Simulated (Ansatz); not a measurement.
Consider the isomerisation: `CO[SiH]1OC1=N` → `O=CN1CO[SiH2]1`.

Computed with Ansatz on PBE0-D4/def2-TZVP structures; ΔE is electronic, products minus reactants. CBS: MP2 limit from def2 TZ/QZ plus the TZ coupled-cluster correction, frozen cores. DFT in def2-TZVPP. B3LYP here is the variant with VWN-RPA as its local correlation; programs differ in this. One conformer a species, not always the lowest.

Problem. Is it downhill or uphill in electronic energy at CCSD(T)/CBS, and by how much? (An estimate is asked.)

Solution. Computed: Downhill: ΔE = -11.8 kcal/mol.

Problem. What do these levels give: PBE-D4, ωB97M-V, PBE0, B3LYP, MP2/def2-QZVPP, SCS-MP2/def2-QZVPP? (Best estimate.)

Solution. Computed: PBE-D4 -11.1, ωB97M-V -12.5, PBE0 -14.1, B3LYP -11.5, MP2/def2-QZVPP -12.1, SCS-MP2/def2-QZVPP -12.7 kcal/mol.

Largest T1 diagnostic among the species: 0.015.

In def2-TZVPP, CCSD(T) changes the Hartree–Fock value by +7.7 kcal/mol (the triples alone add +1.3 kcal/mol) and MP2 by +7.6 kcal/mol. From PBE to PBE0 (25 % exact exchange), in def2-TZVPP and without D4, ΔE moves by −3.4 kcal/mol.
